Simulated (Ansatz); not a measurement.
## A set of related gas-phase steps

Each structure stands at its B3LYP-D3(BJ)/def2-TZVP stationary point, reached from a drawn start (curvature not checked).

(1), F2Ti (SMILES [F][Ti][F]) (charge 0, multiplicity 3):
```xyz
3

Ti     0.0023     0.0033    -0.4015
F      1.6982    -0.0057     0.2106
F     -1.7005     0.0024     0.1909
```

(2), FTi (SMILES [F][Ti]) (charge 0, multiplicity 4):
```json
[
 {"atom": "Ti", "x (Å)": "-0.0095", "y (Å)": "-0.0190", "z (Å)": "-0.9050"},
 {"atom": "F", "x (Å)": "0.0095", "y (Å)": "0.0190", "z (Å)": "0.9050"}
]
```

(3): F atom, charge 0, multiplicity 2.

(4), F3Ti (SMILES [F][Ti]([F])[F]) (charge 0, multiplicity 2):
```xyz
4

Ti     0.0000     0.0000    -0.0003
F      1.7796    -0.0100    -0.0098
F     -0.8812     1.5462    -0.0013
F     -0.8983    -1.5362     0.0113
```

(5), F4Ti (SMILES [F][Ti]([F])([F])[F]) (charge 0, multiplicity 1):
```xyz
5

Ti     0.000     0.000     0.000
F      1.017     0.998     1.017
F      1.004    -1.016    -1.012
F     -0.999     1.024    -1.010
F     -1.023    -1.005     1.005
```

```json
[
 {"step": "(1) → (2) + (3)", "quantity": "reaction energy", "PBE/def2-TZVPP (eV)": "6.695", "r2SCAN/def2-TZVPP (eV)": "6.446", "PBE0/def2-TZVPP (eV)": "6.245", "wB97M-V/def2-TZVPP (eV)": "6.400", "CCSD(T)/def2-QZVPP (eV)": "6.418"},
 {"step": "(4) → (1) + (3)", "quantity": "reaction energy", "PBE/def2-TZVPP (eV)": "6.730", "r2SCAN/def2-TZVPP (eV)": "6.482", "PBE0/def2-TZVPP (eV)": "6.221", "wB97M-V/def2-TZVPP (eV)": "6.327", "CCSD(T)/def2-QZVPP (eV)": "6.357"},
 {"step": "(5) → (4) + (3)", "quantity": "reaction energy", "PBE/def2-TZVPP (eV)": "6.293", "r2SCAN/def2-TZVPP (eV)": "6.076", "PBE0/def2-TZVPP (eV)": "5.621", "wB97M-V/def2-TZVPP (eV)": "5.630", "CCSD(T)/def2-QZVPP (eV)": "5.526"}
]
```

Right side less left side. No zero-point or thermal terms; singlets are restricted closed shells; open shells are unrestricted; no spin–orbit coupling. The spin states of the d-block species are the ones drawn and need not be the lowest.

Cores are frozen in the correlated methods.

Codes used: Ansatz (Gaussian basis) for Hartree–Fock, density functionals and correlated methods. All values are computed, each at the level named.

At CCSD(T)/def2-QZVPP the steps run from 5.526 ((5) → (4) + (3)) to 6.418 eV ((1) → (2) + (3)); 0 of 3 are downhill as written. PBE0/def2-TZVPP, wB97M-V/def2-TZVPP give the same order. No level here is sure enough to rank the others by; between PBE/def2-TZVPP and CCSD(T)/def2-QZVPP the widest gap is 0.767 eV, for (5) → (4) + (3).

The steps were written down ahead of the runs, not picked by their results: 3 of 3 stand here.

Ansatz is a quantum-chemistry and plane-wave program.
